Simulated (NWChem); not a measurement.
System: SiH2O2Cl2; SMILES O[Si](O)(Cl)Cl

Results from NWChem. Structure relaxed at the PBE0/def2-SVP level. Level: PBE0/def2-SVP with SMD, gas-phase geometry; reactions with the solvents are ignored. One conformer.

```csv
SMD term (kcal/mol),water,n-hexane
distortion of the solute's density,1.30,0.09
polarisation,-12.04,-2.41
"cavity, dispersion and structure",2.02,-2.79
```

Sum the solvation free energies, find the transfer free energy from water to n-hexane and the partition coefficient at 298.15 K.


1. ΔG(solv, water) = -8.72 kcal/mol and ΔG(solv, n-hexane) = -5.11 kcal/mol (1 M gas to 1 M solution).
2. Transfer: -5.11 − (-8.72) = 3.61 kcal/mol.
3. log₁₀ K(n-hexane/water) = −ΔG/(RT ln 10) = -3.61/1.364 = -2.6, so the model puts more of the solute in water.
4. Of the transfer energy, 8.42 kcal/mol is electrostatic and -4.81 comes from the non-electrostatic term. The two phases are taken as the pure solvents.
